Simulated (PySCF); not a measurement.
## Distorted geometries of [Yb(H2O)5]3+

[Yb(H2O)5]3+ (singlet in the valence; each metal's 4f electrons, 13 of them, lie in its core potential, out of spins and levels). PySCF 2.14.0, RKS PBE0, Yb lcecp-1-SVP with ECP59, O def2-SVP, H def2-SVP; non-relativistic Hamiltonian with scalar-relativistic core potentials where named; density fitting; no spin-orbit coupling. Relaxed geometry:

```xyz
16

Yb   -0.0475    0.0000    0.0000
O    -0.6651   -0.0427    2.1752
H    -0.8614    0.7182    2.7603
H    -0.8002   -0.8241    2.7508
O    -0.6651    0.0428   -2.1752
H    -0.8614   -0.7181   -2.7603
H    -0.8001    0.8242   -2.7508
O     2.1904   -0.0001    0.0000
H     2.7954   -0.0004    0.7730
H     2.7954    0.0002   -0.7730
O    -0.5400    2.2220    0.0424
H     0.0875    2.9748    0.0838
H    -1.4205    2.6532    0.0213
O    -0.5401   -2.2219   -0.0424
H    -1.4207   -2.6531   -0.0213
H     0.0873   -2.9748   -0.0838
```

Question: Order these distorted geometries by energy above the relaxed one, lowest first.
A.
```xyz
16

Yb   -0.1360   -0.1041    0.0206
O    -0.5854   -0.0170    2.1751
H    -0.7993    0.6542    2.6704
H    -0.6326   -0.8566    2.6969
O    -0.5153    0.0366   -2.1985
H    -0.9650   -0.7747   -2.4743
H    -0.7714    0.6021   -2.6933
O     2.3059    0.0747   -0.0552
H     2.7786    0.1580    0.8506
H     2.8418    0.0141   -0.7632
O    -0.8170    2.2687   -0.1257
H     0.1349    3.0602   -0.1080
H    -1.5147    2.8413    0.2050
O    -0.6165   -2.2978    0.1916
H    -1.3579   -2.8566   -0.4290
H    -0.0161   -2.8030    0.0370
```
B.
```xyz
16

Yb    0.0110    0.0593   -0.0289
O    -0.6589   -0.0426    2.1184
H    -0.9034    0.7859    2.8460
H    -0.7728   -0.8929    2.8319
O    -0.6817   -0.0030   -2.1327
H    -0.9279   -0.7278   -2.8593
H    -0.8442    0.8582   -2.7703
O     2.1864    0.0242    0.0327
H     2.8496    0.0355    0.7357
H     2.8372   -0.0573   -0.8269
O    -0.4724    2.1252    0.0173
H     0.0973    2.9760    0.0797
H    -1.4986    2.7027   -0.0306
O    -0.6078   -2.2216   -0.0594
H    -1.3872   -2.6235    0.0522
H     0.1072   -2.9982   -0.0057
```
C.
```xyz
16

Yb    0.0184   -0.1457    0.0949
O    -0.5725   -0.0993    2.0373
H    -0.8612    0.7549    2.7338
H    -0.8853   -0.8189    2.6007
O    -0.7124   -0.0540   -2.1523
H    -1.0208   -0.6087   -2.6102
H    -0.7964    0.9168   -2.7641
O     2.2287   -0.0851   -0.1129
H     2.7552   -0.0377    0.8397
H     2.8790    0.0775   -0.7577
O    -0.6417    2.2745    0.0090
H     0.2129    2.8168    0.1131
H    -1.4212    2.7879    0.0058
O    -0.5861   -2.0790    0.0411
H    -1.4611   -2.5567   -0.1200
H     0.1986   -3.1434    0.0418
```

Answer: B (2.51 eV), C (5.20 eV), A (5.67 eV).

Question: Which forces (eV/Å) act in the one that lies 5.67 eV up?

Answer: 
```
Yb    1.09   2.05  -0.34
O     2.15  -7.30  -4.91
H    -2.18   6.57   5.31
H    -0.14   0.64   0.20
O     5.00 -12.97  11.59
H     0.01  -0.29  -0.87
H    -5.36  12.94 -11.09
O    -5.02   0.35   6.72
H    -0.16  -0.17  -2.33
H     4.02  -0.31  -4.18
O     5.72   1.82   0.21
H    -4.36  -3.30  -0.23
H    -0.84   0.41   0.17
O   -14.90   8.15  -0.62
H     1.81   2.06   2.69
H    13.15 -10.66  -2.30
```
Forces carry noise of the integration grid, about 0.01 to 0.03 eV/Å.

An lcecp potential fixes the number of 4f electrons, so in runs with it no electron can move into or out of that shell.
